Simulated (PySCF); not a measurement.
# One molecule, several mistakes: AlBCGeH5 cation

Calculated results; nothing here was measured. The program is PySCF 2.14.0, an open-source quantum chemistry code, run on an isolated molecule that a program drew, which may never have been made. The molecule is AlBCGeH5 cation (charge +1, singlet), drawn as the SMILES string `[BH2][GeH]=[CH][AlH+]`.

Each row is a Hartree-Fock (HF) and frozen-core CCSD(T) single point in the cc-pV(D+d)Z basis, meant for a local HF minimum. Run 1 is clean. Each other run has one planted mistake out of seven kinds, and not every kind appears here: one electron removed, one electron added, multiplicity raised by two, geometry at a saddle point, minimal basis STO-3G, one bond length entered in bohr, all coordinates scaled. The reference is restricted for singlets and unrestricted otherwise, and also for a bond in bohr. Adding or removing an electron swaps singlet and doublet. Electrons count all cores. HOMO and LUMO are orbital energies over both spins, the gradient is its largest component, and the lowest frequency (negative if imaginary) is given only where the gradient is small. Bond lengths are over the 8 bonds as drawn. T1 is the CCSD diagnostic: over 0.02 (restricted) or 0.045 (unrestricted) a single reference is doubtful. Germanium has the cc-pVDZ-PP basis, with a core potential (ECP10MDF) in place of its 10 inner electrons, and its 3s, 3p and 3d shells are frozen in CCSD(T).

Geometry of the clean run:
```xyz
9
AlBCGeH5 cation, angstrom
B    -0.6841    1.1462   -0.3275
Ge   -0.3634   -0.8323   -0.9333
C    -0.3056   -2.1781    0.2740
Al   -0.5127   -1.9993    2.0865
H    -0.8387    1.3522    0.8405
H    -0.7090    2.0281   -1.1235
H    -0.1692   -1.1969   -2.3948
H    -0.1322   -3.1770   -0.1251
H    -0.6932   -1.8038    3.6093
```

```
run,electrons,basis functions,<S^2>,HOMO (eV),LUMO (eV),gradient (hartree/bohr),lowest frequency (cm^-1),mean bond (Å),longest bond (Å),T1,HF (hartree),CCSD(T) (hartree),mistake
1,60,99,0.000,-13.60,-4.42,1.5e-05,75,1.5343,2.094,0.0175,-600.43981,-600.85036,no fault
2,59,99,0.757,-21.11,-11.28,5.9e-02,-,1.5343,2.094,0.0124,-599.99589,-600.35246,one electron removed
3,60,99,2.020,-11.08,-5.64,1.0e-01,-,1.5343,2.094,0.0186,-600.37874,-600.75825,?
4,60,99,0.000,-13.92,-4.44,2.2e-02,-,1.4913,2.035,0.0164,-600.43288,-600.83907,?
```

**Which mistake was planted in run 3, and what did it cost?**

Electrons, basis and geometry are unchanged, and <S^2> is 2.020, beside S(S+1) = 2.00 for a multiplicity of 3. So the mistake is: multiplicity raised by two. Subtracting run 1 and multiplying by 627.51 kcal/mol a hartree, the energy moved by 38.3 kcal/mol in HF and 57.8 kcal/mol in CCSD(T).

**Which mistake was planted in run 4, and what did it cost?**

The mean and the longest bond both change by the same factor, 0.972, and the gradient is no longer small. So the mistake is: all coordinates scaled. Subtracting run 1 and multiplying by 627.51 kcal/mol a hartree, the energy moved by 4.3 kcal/mol in HF and 7.1 kcal/mol in CCSD(T).

